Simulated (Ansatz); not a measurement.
Consider the hydrogenolysis of the Al–N bond: `[NH2][Al]([SH])[SH]` + H₂ → `[SH][AlH][SH]` + NH₃.

Isolated molecules relaxed with PBE0-D4/def2-TZVP in Ansatz; ΔE leaves out vibrations. CCSD(T)/CBS is extrapolated from def2-TZVPP and def2-QZVPP, frozen cores. Functionals use def2-TZVPP. HSE06 is defined as in plane-wave codes. Each species was taken in one conformer, which may not be the lowest.

`[NH2][Al]([SH])[SH]`:

Cartesian coordinates in Å:
```
N -1.242 -0.752 -0.488
Al 0.247 -0.046 0.129
S 0.686 2.085 -0.059
S 1.702 -1.341 1.112
H -1.972 -0.249 -0.965
H -1.479 -1.728 -0.415
H -0.478 2.348 -0.677
H 2.537 -0.318 1.362
```

H₂:

Cartesian coordinates in Å:
```
H 0.359 -0.097 -0.026
H -0.359 0.097 0.026
```

`[SH][AlH][SH]`:

```xyz
6

S     0.160   -1.679   -1.267
Al    0.009   -0.018    0.134
S    -0.293    1.952   -0.745
H     0.325   -2.572   -0.274
H     0.112   -0.229    1.692
H    -0.313    2.546    0.460
```

NH₃:

Cartesian coordinates in Å:
```
N -0.254 -0.054 -0.109
H 0.351 0.406 -0.778
H -0.312 0.549 0.703
H 0.215 -0.901 0.184
```

**Question.** Is it downhill or uphill in electronic energy at CCSD(T)/CBS, and by how much? (An estimate is asked.)

**Answer.** The calculation gave: Uphill: ΔE = +0.71 eV.

**Question.** What do these levels give: PBE0-D4, HSE06-D4, B2PLYP, CCSD/def2-SVP, CCSD/CBS(def2), CCSD/CBS(cc)? (Estimate.)

**Answer.** The calculation gave: PBE0-D4 0.63, HSE06-D4 0.63, B2PLYP 0.67, CCSD/def2-SVP 0.57, CCSD/CBS(def2) 0.68, CCSD/CBS(cc) 0.69 eV.

Largest T1 diagnostic among the species: 0.011.

Leaving LDA and LC-ωPBE aside and taking each functional with its dispersion term where it has one, the values, not all of them listed here, spread over 0.17 eV, from B97M-V to r2SCAN-D4. LDA lies +0.06 eV from PBE without D4. The D4 term adds +0.08 eV with B3LYP and +0.05 eV with PBE0; it sums over pairs of atoms, weighted by their polarisabilities, and B3LYP, whose exchange is more repulsive, gets the larger term.

B3LYP here is the variant with VWN-RPA as its local correlation; programs differ in this.
